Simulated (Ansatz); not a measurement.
PBE exchange is replaced step by step with exact exchange (0 % is PBE, 25 % PBE0; no dispersion term), basis def2-SVP, Ansatz. System: Si₁₄H₂₂, a nanocrystal with a defect cut from the lattice of silicon (two caps of one atom removed). Total charge 0; singlet. Geometry: PBE-D4/def2-SVP, each spin state at its own.

Geometry of the singlet:

```xyz
36

Si   -2.6192    2.5934    2.2374
Si    4.0275    0.9733   -1.4550
Si    0.7582    1.8023    0.3033
Si    0.6184    0.8115   -3.5216
Si   -0.6538   -1.7083   -0.7565
Si   -4.0417   -0.9427    1.1703
Si    2.6456   -2.4653   -2.4915
Si   -0.3847    1.8603    2.3610
Si   -4.0543    1.3854    0.8130
Si    2.9589    1.0513    0.6348
Si    2.7347   -0.1742   -3.0675
Si   -1.9378   -2.0003    1.1954
Si    1.3970   -2.8321   -0.5364
Si   -0.3526    0.5534   -1.3647
H    -3.1994    2.5402    3.6302
H    -2.6132    4.0375    1.7998
H     5.3983    0.3454   -1.3760
H     4.2006    2.3983   -1.9217
H     0.8506    3.2216   -0.2113
H    -1.3961   -2.3666   -1.8982
H    -4.7070   -1.2092    2.4992
H    -4.8806   -1.5970    0.1001
H     4.0505   -3.0079   -2.3859
H     1.9506   -3.2025   -3.6103
H     0.3631    2.8108    3.2665
H    -0.3220    0.4927    2.9876
H    -5.4595    1.8688    1.0841
H    -3.7349    1.6910   -0.6254
H     3.6764    2.0219    1.5402
H     2.9526   -0.2990    1.2994
H     3.5641   -0.1260   -4.3340
H    -1.1342   -1.5274    2.3775
H    -2.1692   -3.4835    1.3661
H     2.1296   -2.3417    0.6834
H     1.1315   -4.3078   -0.3684
H    -1.7479    1.1327   -1.4249
```

The restricted singlet is unstable towards broken spin symmetry in Hartree–Fock (as tested in another run); at PBE with 5 % exact exchange/def2-SVP, PBE with 10 % exact exchange/def2-SVP, PBE with 15 % exact exchange/def2-SVP, PBE with 35 % exact exchange/def2-SVP and others this wasn't settled.

```tsv
exact exchange (%)	HOMO (eV)	LUMO (eV)	gap (eV)	triplet − singlet (kJ/mol)
10	-5.77	-4.08	1.69	34.6
15	-5.95	-3.95	2.00	32.8
35	-6.70	-3.41	3.29	26.0
50	-7.27	-2.99	4.28	21.0
```

Problem. Fit a straight line to the column «triplet − singlet (kJ/mol)» against the share of exact exchange and predict its value at 5 %.

Solution. With x = exact exchange (%) and y = triplet − singlet (kJ/mol): mean x = 27.5, mean y = 28.6; Σ(x − x̄)(y − ȳ) = -348, Σ(x − x̄)² = 1025; slope b = -0.3395, intercept a = ȳ − b·x̄ = 37.94. The residuals of the fitted rows reach 0.1. At x = 5 the line gives 37.94 + (-0.3395 × 5) = 36.2; the run gave 36.4, 0.2 more than the line.
